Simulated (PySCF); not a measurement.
Work out the structure from these simulated measurements.

Formula: C5H13NP2.

- 13C NMR: chemical shifts (computed TMS as zero) by class: 34.5 (1 C), 24.9 (2 C), 8.1 (2 C) ppm [GIAO PBE0/pcSseg-1]
- Rotational structure: rotational constants A, B, C: 2.900, 0.873, 0.770 GHz [PBE0-D3(BJ)/def2-SVP]
- UV, first state: lowest singlet excitation: 6.07 eV (204 nm, f = 0.021) [TDDFT wB97X-D/def2-SVPD]
- NMR, other nuclei: isotropic shieldings of nuclei other than C and H, by class: 237 (1 N), 303 (1 P), 404 (1 P) ppm [GIAO PBE0/pcSseg-1]
- Valence photoelectron: vertical ionisation energy: 8.27 eV [ΔSCF wB97X-D/def2-SVPD]
- Polarisability: 116.2 au [wB97X-D/def2-SVPD]
- UV, strongest line: among the 10 lowest singlet transitions: S8 at 7.14 eV (174 nm, f = 0.131) [TDDFT wB97X-D/def2-SVPD]
- 1H NMR: chemical shifts (computed TMS as zero) by class: 3.54 (1 H), 2.63 (3 H), 1.41 (4 H), 1.36 (4 H), 0.28 (1 H) ppm [GIAO PBE0/pcSseg-1]
- Triplet: lowest triplet excitation (Tamm–Dancoff): 5.27 eV [TDA wB97X-D/def2-SVPD]

The electronic properties come from PySCF, for the isolated species, density fitting. Levels stand in brackets. NMR shifts are as computed; neighbouring signals can stand in another order in a measured spectrum. The structure is a single PBE0-D3(BJ)/def2-SVP conformer in the gas phase; no vibrational or solvent corrections. NMR values are class means; diastereotopic atoms form classes of their own.

Question: What is the compound? Reason from the data.

Answer: Numbering: `[CH3:1][NH:2][P:3]1[CH2:4][CH2:5][PH:6][CH2:7][CH2:8]1`. 5 carbons fall into 3 classes; from least to most shielded: N-methyl carbon [C1] (34.5 ppm), ring sp3 carbon bound to phosphorus [C4/C8] (24.9 ppm, 2 C, up to 5.3 ppm apart in this geometry), ring sp3 carbon bound to phosphorus [C5/C7] (8.1 ppm, 2 C, up to 6.4 ppm apart in this geometry). Hydrogen classes from least to most shielded: 1 H on a phosphine phosphorus, P6 (3.54 ppm), 3 H on an N-methyl carbon, C1 (2.63 ppm), 4 H on 2 like atoms (sp3 carbon bound to phosphorus), C4/C8 (1.41 ppm, a mean of values up to 1.3 ppm apart in this geometry), 4 H on 2 like atoms (sp3 carbon bound to phosphorus), C5/C7 (1.36 ppm, a mean of values up to 0.9 ppm apart in this geometry), 1 H on a nitrogen bonded to C, P and H, N2 (0.28 ppm). The other shieldings belong to: 237 ppm, nitrogen bonded to C, P and H [N2]; 303 ppm, three-coordinate phosphorus [P3]; 404 ppm, phosphine phosphorus [P6]. The first electron is taken from the HOMO, whose largest Löwdin shares are 0.41 on the three-coordinate phosphorus, 0.18 on the nitrogen bonded to C, P and H, 0.12 on an sp3 carbon bound to phosphorus and 0.06 on an sp3 carbon bound to phosphorus. The optimised geometry has point group C1 and is an asymmetric top. Structure: `CNP1CCPCC1`. Computed isomers that give other values at the same levels: `CP1CCP(N)CC1` (13C chemical shifts (computed TMS as zero) by class: 24.4 (2 C), 16.4 (2 C), 12.3 (1 C) ppm). The assignments are read from this structure; whether some other isomer fits the data as well wasn't checked.
